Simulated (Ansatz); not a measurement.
PBE exchange is replaced step by step with exact exchange (0 % is PBE, 25 % PBE0; no dispersion term), basis def2-TZVP, Ansatz. System: B₂Cl₂ (the lowest singlet isomer of a short search). Total charge 0; singlet. Geometry: r2SCAN-D4/def2-TZVP.

Geometry of the singlet:

```xyz
4

B    -0.280    0.641   -0.280
B     0.279   -0.643    0.277
Cl   -0.925    2.064   -0.899
Cl    0.927   -2.062    0.902
```

At PBE-D4/def2-TZVP, PBE0-D4/def2-TZVP the restricted singlet is unstable: a solution with broken spin symmetry lies lower. At PBE-D4/def2-TZVP an occupied level of the charge 0 singlet lies above an empty one (by up to 0.32 eV), so this SCF solution is probably not the lowest. The restricted singlet is unstable towards broken spin symmetry at other levels; at PBE with 5 % exact exchange/def2-TZVP, PBE with 10 % exact exchange/def2-TZVP, PBE with 15 % exact exchange/def2-TZVP, PBE with 35 % exact exchange/def2-TZVP and others this wasn't settled. The geometry of the singlet was relaxed on an unsound state (restricted singlet, unstable towards broken spin symmetry at other levels and untested here). At PBE0-D4/def2-TZVP a triplet of charge 0 lies 0.95 eV below the restricted singlet, each at its own geometry. The structure comes from a short search, and lower isomers may exist.

| exact exchange (%) | HOMO (eV) | LUMO (eV) | gap (eV) |
| --- | --- | --- | --- |
| 0 | -4.24 | -4.56 | -0.32 |
| 5 | -4.44 | -4.38 | 0.06 |
| 10 | -4.65 | -4.20 | 0.45 |
| 15 | -4.86 | -4.02 | 0.84 |
| 25 | -5.28 | -3.65 | 1.62 |
| 35 | -5.69 | -3.28 | 2.41 |
| 50 | -6.33 | -2.73 | 3.60 |
